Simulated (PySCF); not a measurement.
## Unknown compound

The spectra below were simulated for a compound C₆H₁₁B₃.

$^{1}$H NMR (500 MHz, computed): δ 7.97 (d, 2H), 7.02 (m, 2H), 6.00 (br, 1H), 1.14 (s, 6H).

$^{13}$C{$^{1}$H} NMR (computed): δ 177.9 (CH), 151.8 (CH), 17.2 (CH3).

Rapidly exchanging positions averaged, relativity neglected, one conformer, isolated molecule. Shielding tensors at PBE0/pcSseg-1 (GIAO); geometry: PBE0-D3(BJ)/def2-SVP; PySCF 2.14.

Scale: TMS for $^{1}$H (σref 31.27), $^{13}$C (σref 184.41) (reference shieldings calculated alike).

**Question.** Propose a structure and justify it.

**Answer.** 
3 carbon signals for 6 carbons: some carbons are equivalent by symmetry or fast rotation. Carbon types of the structure: 4 × CH, 2 × CH3, leaving 1 H on heteroatoms. δC 177.9, 151.8: alkene CH. δC 17.2: methyl carbon bonded to B. δH 7.97, 7.02: hydrogen on an alkene CH; attached to an sp2 carbon and in the plane of the double bond. δH 6.00: hydrogen on a boron bonded to 2 C, in a 6-membered ring. δH 1.14: hydrogen on a methyl carbon bonded to B.

Structure: `CB(C)B1C=CBC=C1`.

The shifts were computed for this structure.

Hydrogens on boron are broadened and split by $^{11}$B (spin 3/2, 80 %) and 10B (spin 3). A carbon bonded to boron is broadened by the quadrupolar boron nucleus and is often missing from a measured spectrum. Shifts are as computed. Against solution values, carbons near 30 ppm lie about +2 ppm off and those near 130 ppm about +5 ppm. Of 1309 compounds with measured shifts, 239 miss one by over three times the rms of a fit or turn the order of signals round; such compounds aren't used in these exercises. No couplings were computed; multiplicities are counted from neighbouring protons, with m where these are inequivalent, close in shift, in a saturated or five-membered ring or joined by F or P, and br s for small geminal =CH2 splittings.
